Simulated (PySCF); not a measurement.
**Diatomics of C with group 14**

PBE with double-zeta basis sets in PySCF, for the lowest determinant that a PBE0 search found; no spin–orbit coupling. De refers to high-spin ground-configuration atoms. A positive dipole means M(−)C(+).

```csv
M,basis,state (unpaired electrons),Re (Å),ωe (cm⁻¹),De (eV),μ (D)
C,aug-cc-pVDZ,"triplet (σ ↑, π ↑)",1.327,1643,6.77,n/a
Si,cc-pV(D+d)Z/cc-pVDZ,"triplet (σ ↑, π ↑)",1.738,949,4.72,-1.49
Ge,aug-cc-pVDZ-PP/aug-cc-pVDZ,"triplet (σ ↑, π ↑)",1.823,781,4.17,-2.08
Sn,def2-SVP,"triplet (σ ↑, π ↑)",2.027,660,3.57,-2.44
```

The shortest bond is that of C2 (1.327 Å), the longest that of SnC (2.027 Å). C2 is bound most strongly (6.77 eV) and SnC least (3.57 eV).

The rows differ in basis set, which adds steps of its own.

Down a group the atoms grow and get heavier, so bonds lengthen and wavenumbers fall; this series shows no clear exception.

Spin–orbit coupling is left out, which matters for elements this heavy, above all for dissociation energies. States were picked by a PBE0 search and need not be the measured ground states.
